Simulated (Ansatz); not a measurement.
Total energies of CH₃AlClFO₂.

Cartesian coordinates in Å:
```
O 1.0022 -2.2002 -0.4341
C 0.6978 -0.9383 -0.4012
F 1.6802 -0.2142 -0.8152
Cl 0.6285 1.8822 1.7384
O -0.3596 -0.4781 -0.0435
Al -0.8965 1.4302 0.3030
H 0.2506 -2.7135 -0.1033
H -0.6609 2.0471 -1.1388
H -2.3424 1.1847 0.8946
```

Total charge 0; spin multiplicity 1. The bonds changed during the relaxation, so this is another structure than the one it started from. Geometry: relaxed with PBE0-D4/def2-TZVP. It is one conformer, not always the lowest. Basis def2-TZVPP, Ansatz 0.2.0.

RPA on PBE orbitals: Hartree–Fock energy of these orbitals -990.37362 Eh, correlation -1.78427 Eh (frozen core).

```csv
functional,energy without D4 (Eh),D4 term (kJ/mol)
LDA (SPW92),-988.47831,–
PBE,-992.44954,-18.9
revPBE,-992.83907,-55.2
BLYP,-993.03014,-41.0
B97M-V,-992.82568,–
B3LYP,-993.11266,-30.4
r2SCANh,-992.86575,-5.1
HSE06 (plane-wave form),-992.48274,-15.1
BHLYP,-992.94442,-23.8
CAM-B3LYP,-993.00884,-16.5
LC-ωPBE,-992.69973,–
ωB97X-V,-992.87304,–
B2PLYP,-992.64916,–
PBE-QIDH,-992.30074,–
```

Give the same for r2SCAN, PBE0, r2SCAN0, ωB97M-V. (An estimate is asked.)

Ansatz gave: 
| functional | energy without D4 (Eh) | D4 term (kJ/mol) |
| --- | --- | --- |
| r2SCAN | -992.88684 | -4.8 |
| PBE0 | -992.50904 | -16.1 |
| r2SCAN0 | -992.83566 | -5.6 |
| ωB97M-V | -992.95978 | – |

B3LYP takes the VWN-RPA correlation (the form of Gaussian; ORCA's B3LYP/G). HSE06 is the plane-wave form, built on full-range PBE exchange. The double hybrids freeze the cores in their second-order part.

LC-ωPBE has ω = 0.4 bohr⁻¹.
